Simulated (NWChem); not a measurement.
System: tert-butyl chloride (C4H9Cl); SMILES CC(C)(C)Cl

The following NWChem deck was run.

```
start job
memory heap 200 mb stack 900 mb global 1100 mb
geometry units angstroms
  C     -0.305712     1.420752    -0.802521
  C      0.000000     0.000000    -0.356355
  C      1.383263    -0.445622    -0.802521
  C     -1.077551    -0.975130    -0.802521
  Cl     0.000000     0.000000     1.474679
  H     -0.317170     1.470890    -1.903695
  H     -1.287326     1.747113    -0.430143
  H      0.455614     2.121686    -0.431198
  H      2.156707     0.241301    -0.430143
  H      1.609627    -1.455416    -0.431198
  H      1.432414    -0.460768    -1.903695
  H     -1.115243    -1.010123    -1.903695
  H     -2.065240    -0.666270    -0.431198
  H     -0.869381    -1.988414    -0.430143
end
basis spherical
  * library def2-svp
end
dft
  xc slater vwn_5
  iterations 150
end
driver
  maxiter 120
end
task dft optimize
task dft freq
```

The level has its own optimisation; frequencies are unscaled.

Question: Give the results of this calculation. (LDA (Slater exchange, VWN5)/def2-SVP.) Quantities: r C–C (Å); r C–H (Å); r C–Cl (Å); highest harmonic frequency (cm⁻¹); lowest (cm⁻¹); zero-point energy (kcal/mol); dipole (D).

Answer: The r C–C (Å) is 1.509. The r C–H (Å) comes out as 1.111. The r C–Cl (Å) comes out as 1.822, the highest harmonic frequency (cm⁻¹) comes out as 3079 and the lowest (cm⁻¹) is 237. The zero-point energy (kcal/mol) comes out as 74.0. The dipole (D) comes out as 1.87.
